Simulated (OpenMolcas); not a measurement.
# W4+ in Cs2NaYF6

W4+ with its 6 nearest fluoride ions at 2.043 Å, on the Y site of Cs2NaYF6 (a = 9.075 Å, distance in the model lattice 2.178 Å). The rest of the host is ab initio model potentials to 7.6 Å, with orthogonalisation functions on the cations behind the ligands, and point charges beyond; the distance is set by hand and nothing relaxes, and no local charge compensation is placed. Ligand basis ANO-RCC-VDZP.
```
W     0.0000    0.0000    0.0000
F     2.0430    0.0000    0.0000
F     0.0000    2.0430    0.0000
F    -2.0430    0.0000    0.0000
F     0.0000   -2.0430    0.0000
F     0.0000    0.0000    2.0430
F     0.0000    0.0000   -2.0430
```

| Item | Value |
| --- | --- |
| Program | OpenMolcas 26.06 |
| Method | SS-CASPT2, IPEA 0.25 Eh, imaginary shift 0.1 Eh (the lowest 17 gerade and 15 ungerade orbitals frozen, chosen by energy and not by shell, so the metal 5p can be frozen and 4f correlated) |
| Basis | ANO-RCC-VTZP [8s7p5d3f2g1h] |
| Scalar Hamiltonian | DKH2, point nucleus |
| Active space | 2 electrons in 5 orbitals (5d) |
| State averaging | 2S+1 = 3 even, 10 roots; 2S+1 = 1 even, 15 roots |
| Spin-orbit coupling | state interaction with AMFI integrals over the reference wave functions |

The lowest spin-free states (labels of O, the rotations of Oh), above the lowest:

| State | Degeneracy | E (cm-1) |
| --- | --- | --- |
| 3T1 | 3 | 0 |
| 1T2 | 3 | 7630 |
| 1E | 2 | 7790 |
| 1A1 | 1 | 18200 |
| 3T2 | 3 | 30070 |
| 3T1 | 3 | 36790 |
| 1T2 | 3 | 37880 |
| 1T1 | 3 | 40450 |
| 3A2 | 1 | 61430 |
| 1E | 2 | 69020 |
| 1A1 | 1 | 78410 |

The lowest levels with spin-orbit coupling:

| E (cm-1) | Degeneracy | Label | 2S+1 |
| --- | --- | --- | --- |
| 0 | 2 | E | 3 |
| 280 | 3 | T2 | 3 |
| 4210 | 3 | T1 | 3 |
| 5170 | 1 | A1 | 3 |
| 10340 | 3 | T2 | 1 |
| 10810 | 2 | E | 1 |
| 21330 | 1 | A1 | 1 |
| 31620 | 1 | A2 | 3 |
| 32350 | 3 | T2 | 3 |
| 33430 | 3 | T1 | 3 |
| 33590 | 2 | E | 3 |
| 37920 | 1 | A1 | 3 |
| 38740 | 3 | T1 | 3 |
| 38880 | 3 | T2 | 1 (52 %) |
| 41300 | 2 | E | 3 |
| 42950 | 3 | T2 | 3 (54 %) |
| 43990 | 3 | T1 | 1 |
| 65180 | 3 | T2 | 3 |
| 72580 | 2 | E | 1 |
| 82040 | 1 | A1 | 1 |

Powder χT (cm3 K/mol): 0 at 2 K, 0.00418 at 10 K, 0.0209 at 50 K, 0.0429 at 100 K, 0.0844 at 200 K, 0.116 at 300 K. The effective moment at 300 K is 2.828 √(χT) = 0.96 μB.

The lowest level has 2S+1 = 3, for which the spin-only value is χT = S(S+1) / 2 = 1.000 cm3 K/mol (g = 2). The computed 0.116 at 300 K differs by -0.884, through orbital momentum, spin-orbit coupling and any other state in reach. With a threefold ground state the orbital momentum is unquenched, so the spin-only value is not expected to hold.

A least-squares ligand-field fit to the states below 45000 cm-1, each weighted by its degeneracy and with a free common offset, gives 10Dq = 30947 cm-1, B = 558 cm-1 and C = 1970 cm-1 (C/B = 3.53), with an rms deviation of 229 cm-1.

The same method and metal basis give the free ion B = 790 cm-1 (fit to its terms below 60000 cm-1, rms deviation 602 cm-1), so the nephelauxetic ratio is β = 558 / 790 = 0.71; it hangs on how both fits weigh the states, and computed free-ion B values tend to be too large, so β mixes covalency with correlation.

Roots that are degenerate in the reference are averaged as groups; the widest CASPT2 spread within a group is 460 cm-1 (the 3-fold group of multiplicity 1 near 40400 cm-1 above the lowest state of its run). Shifts and gaps below about the spread of the groups concerned are not significant. Over all roots computed the reference weight is 0.71 to 0.72; a low but even weight reflects the number of correlated electrons. An orbital triplet at a regular site is open to Jahn-Teller coupling, which can distort the site and quench the lowest spin-orbit gaps and is left out. The least metal-like active orbital is 78 % on the metal (Löwdin) and no ligand orbital is active, so the numbers are rough. Ligand-to-metal charge-transfer states are missing. With no ligand orbital active B as a rule stays too high, so bands that hang on it stand too high and its fall with covalency is understated. With one d shell and no ligand orbital active, 10Dq can be off by a tenth or more. No measured value stands beside these numbers; the geometry was set by hand and not optimised.
